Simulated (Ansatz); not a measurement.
`C[CH2][Al]([NH2])[F]` + `CCC` → `C[CH2][Al]([NH2])[CH](C)C` + H–F  (formal exchange of groups at the Al–F bond)

Gas-phase electronic energies from Ansatz, PBE0-D4/def2-TZVP geometries. CBS: MP2 limit from def2 TZ/QZ plus the TZ coupled-cluster correction, frozen cores. This one scheme is used for every species. Functionals use def2-TZVPP. One conformer a species, not always the lowest.

`C[CH2][Al]([NH2])[F]`:

Z-matrix (Å, degrees):
```
C
C 1 1.529
H 1 1.094 2 111.7
H 1 1.094 2 112.0 3 -120.1
H 1 1.094 2 111.7 3 119.8
Al 2 1.947 1 115.0 3 -59.9
H 2 1.097 1 110.3 3 177.6
H 2 1.097 1 110.3 3 62.6
F 6 1.656 2 120.4 1 179.9
N 6 1.762 2 123.1 1 -0.1
H 10 1.006 6 124.5 2 -0.0
H 10 1.007 6 125.1 2 -180.0
```

`CCC`:

Cartesian coordinates in Å:
```
C -0.321 1.244 -0.001
C 0.547 0.029 -0.278
C -0.084 -1.266 0.206
H -0.508 1.358 1.071
H -1.292 1.154 -0.495
H 0.148 2.165 -0.356
H 0.746 -0.042 -1.352
H 1.524 0.160 0.202
H 0.553 -2.128 0.000
H -1.048 -1.439 -0.282
H -0.265 -1.235 1.285
```

`C[CH2][Al]([NH2])[CH](C)C`:

Z-matrix (Å, degrees):
```
C
C 1 1.529
H 1 1.095 2 112.4
H 1 1.094 2 111.6 3 -120.3
H 1 1.094 2 111.6 3 120.2
Al 2 1.964 1 115.7 3 -179.9
H 2 1.098 1 110.0 3 57.2
H 2 1.098 1 109.9 3 -57.1
C 6 1.973 2 122.8 1 -177.7
N 6 1.775 2 117.8 1 1.7
C 9 1.529 6 111.7 2 -53.9
C 9 1.530 6 111.0 2 69.6
H 9 1.098 6 107.6 2 -172.5
H 10 1.007 6 125.1 2 179.6
H 10 1.007 6 125.0 2 -0.6
H 11 1.095 9 111.5 6 59.7
H 11 1.094 9 112.5 6 -60.7
H 11 1.098 9 111.4 6 178.9
H 12 1.096 9 111.6 6 -60.5
H 12 1.098 9 111.4 6 -179.5
H 12 1.094 9 112.5 6 60.1
```

H–F:

Cartesian coordinates in Å:
```
F 0.197 -0.355 -0.216
H -0.197 0.355 0.216
```

Task: Is it downhill or uphill in electronic energy at CCSD(T)/CBS, and by how much? (Best estimate.)

Result: Ansatz gave: Uphill: ΔE = +2.24 eV.

Task: What do these levels give: B97M-V, r2SCAN0-D4, CAM-B3LYP-D4, r2SCAN, r2SCANh, BHLYP, CAM-B3LYP, LC-ωPBE, CCSD(T)/def2-SVP, SCS-MP2/def2-TZVPP, HF/def2-QZVPP, SCS-MP2/def2-QZVPP? (An estimate is asked.)

Result: Computed: B97M-V 2.37, r2SCAN0-D4 2.30, CAM-B3LYP-D4 2.36, r2SCAN 2.34, r2SCANh 2.34, BHLYP 2.49, CAM-B3LYP 2.45, LC-ωPBE 2.33, CCSD(T)/def2-SVP 2.35, SCS-MP2/def2-TZVPP 2.31, HF/def2-QZVPP 2.61, SCS-MP2/def2-QZVPP 2.32 eV.

Largest T1 diagnostic among the species: 0.011.

At CCSD(T), def2-SVP lies +0.11 eV from the extrapolated value and def2-TZVPP −0.00 eV. From BLYP to BHLYP (50 % exact exchange), in def2-TZVPP and without D4, ΔE moves by +0.06 eV. In def2-TZVPP, CCSD(T) changes the Hartree–Fock value by −0.35 eV (the triples alone add −0.06 eV) and MP2 by −0.36 eV.
